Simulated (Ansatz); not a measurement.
HAl, singlet, at a GFN2-xTB geometry (such geometries of metal compounds can be far from the true shape).

Input for Ansatz (an electronic-structure program):
Ansatz 0.2 input:
```yaml
crystal:
  periodic: [false, false, false]
  atoms:
    - {symbol: Al, position_ang: [-0.00000000, -0.00000000, -0.11521965]}
    - {symbol: H, position_ang: [0.00000000, 0.00000000, 1.49785545]}
basis:
  gaussian:
    orbitals: cc-pVTZ
magnetization: {spin_polarized: false}
correlation: {method: ccsd, diis_vectors: 2}
```

Task: What does this run give for the coupled-cluster correlation energy (without the perturbative part), T1 diagnostic, number of basis functions, total energy?

Result: 
coupled-cluster correlation energy (without the perturbative part): -0.0824 Eh
T1 diagnostic: 0.013
number of basis functions: 48
total energy: -242.5439 Eh
